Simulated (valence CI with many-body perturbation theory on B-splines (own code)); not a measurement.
Results of a calculation; reference values are marked as such.
Mo³⁷⁺ in three bases

Level of theory: configuration interaction combined with many-body perturbation theory (CI+MBPT): three valence electrons over a frozen Dirac-Fock core [He], radial functions for each j: 9 s, 9 p, 8 d, 6 f, 3 g, 1 h, with the one-electron correlation potential Σ1 (screened to all orders), the two-electron term Σ2, the three-electron term Σ3, Breit, model QED; selected single and double excitations, second order for the rest, scaled by the run's own slope (own B-spline code, finite nucleus).

No measured spectrum was set against this ion. As an estimate, large intervals hold to a few tenths of a per cent, small ones and those within an open d or f shell to about a per cent.

The reference run has the lowest level (2s^2 2p1/2) J=1/2 and an ionisation energy of 5288.55 eV. Its largest variational space holds 11070 state functions.

Levels are named by their leading jj configuration (3d3/2^4 stands for four electrons in 3d with j = 3/2), which in mixed levels can hold well under half, so a name can repeat and another be missing. Letters in brackets count levels of one name in rising energy.

Changed runs:
A. basis 6 s, 6 p, 5 d, 3 f, 1 g
B. basis 5 s, 5 p, 4 d, 2 f

Excitation energies of the reference run in cm⁻¹, and shifts in cm⁻¹:

```tsv
Level	Reference	A	B
(2s 2p1/2^2) J=1/2	895285	-77	-204
(2s^2 2p3/2) J=3/2	963886	-1.0	-22
(2s 2p1/2 2p3/2) J=3/2 [a]	1605660	-153	-467
(2s 2p1/2 2p3/2) J=5/2	1792400	-20	-114
(2s 2p1/2 2p3/2) J=3/2 [b]	2104140	+119	+370
(2s 2p1/2 2p3/2) J=1/2	2147260	+82	+300
(2s 2p3/2^2) J=5/2	2723550	-1.2	-31
(2p1/2^2 2p3/2) J=3/2	3114850	+28	+117
(2s 2p3/2^2) J=1/2	3162670	+114	+430
(2s 2p3/2^2) J=3/2	3172370	+121	+395
(2p1/2 2p3/2^2) J=3/2	3908620	-31	-92
(2p1/2 2p3/2^2) J=5/2	4032930	+119	+316
Ionisation energy (eV)	5288.55	-0.014	-0.06
```
